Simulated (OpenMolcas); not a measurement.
F4+: the spin-orbit constant, worked from levels

* Program: OpenMolcas
* Basis: ANO-RCC-VQZP [5s4p3d2f1g]
* Scalar Hamiltonian: DKH2, point nucleus
* Active space: 3 electrons in 4 orbitals (2s 2p)
* State averaging: 2S+1 = 4 odd, 1 root; 2S+1 = 2 odd, 11 roots (8 in the spin-orbit step); 2S+1 = 4 even, 3 roots; 2S+1 = 2 even, 9 roots
* Spin-orbit coupling: RASSI with atomic mean-field integrals over the reference wave functions, term energies averaged over their components

Methods: CASSCF; SS-CASPT2, IPEA 0.25 Eh, imaginary shift 0.1 Eh (closed shells correlated: 1s). Measured levels: Moore, Atomic Energy Levels, vol. I, NSRDS-NBS 35 (1971 reprint of NBS Circular 467, 1949).

**The spin-orbit constant.** For the Hund term ²P° of p1, E(J) = (A/2) J(J+1) + constant and ζ = 2S·A = A. From J = 1/2 to J = 3/2 the energy changes by 1.5 A.

| Source | E(3/2) - E(1/2) | A | ζ |
| --- | --- | --- | --- |
| CASSCF | 687.8 | 458.5 | 459 |
| SS-CASPT2 | 687.8 | 458.5 | 459 |
| measured | 746.0 | 497.3 | 497 |

All in cm-1. SS-CASPT2 is off by -7.8 % and CASSCF by -7.8 %. Both methods take the spin-orbit matrix elements from the reference wave functions, so the second can move ζ only through the term energies and any multistate remixing.

Measured partners are found by configuration, term and J. A level has none where our copy of the source lacks it or the pairing is in doubt (some pairs that miss far off the trend of their configuration count as doubtful), and it then counts in no deviation. Levels of configurations outside the active space are missing.

° marks odd parity.
